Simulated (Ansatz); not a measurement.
# What a proton shuttle does

BHCl₂ ([Cl][BH][Cl]) + H₂O → BHCl₂O ([OH][B]([Cl])[Cl]) + H₂ (links in brackets), a four-centre ligand exchange, has a barrier of 32.07 kcal/mol above its start structure and a step energy of -15.39 kcal/mol. One HF is now added to the ring of the saddle, taking the hydrogen and handing on one of its own. Gas-phase electronic energies, without zero-point energy, by CCSD(T) at an estimated basis limit (MP2 extrapolated from triple and quadruple zeta, plus CCSD(T) − MP2 in triple zeta); Ansatz 0.2.0, def2-TZVPP and QZVPP, frozen cores, on PBE0-D4/def2-TZVP structures. Extrapolation: Hartree–Fock as exp(−7.88 √X), correlation as X^−2.97. Each barrier counts from its own start structure, which holds all the molecules, is reached by relaxing down from the saddle and may not be the deepest complex; no counterpoise correction.

**Question.** What are the barrier and the step energy with the shuttle? (Judge from chemistry; the value comes from the calculation.)

**Answer.** Computed: Barrier 20.94 kcal/mol, 11.12 kcal/mol lower than without; step energy -15.61 kcal/mol, both from the start structure. Counted from all the molecules apart, the saddle lies at 5.23 kcal/mol with the shuttle and at 21.64 kcal/mol without; the start well goes from -10.42 to -15.72 kcal/mol. At the saddle the angle at each passing proton is O–H···H 134° without the shuttle, against O–H···F 154° and F–H···H 168° with it. Bringing in the extra molecule costs entropy, which these electronic energies leave out.

No T1 diagnostic of these runs exceeds 0.012.

For scale, one of the runs: CCSD(T)/def2-TZVPP, 233 basis functions, launched by `ansatz run in.yaml --threads 4 --pin off --events-out ev --progress --plain --max-ram 9574MiB`. The run took 88 s on 4 CPU threads of an Intel Xeon Platinum 8259CL (shared host), with 4.2 GiB of host memory at its peak.
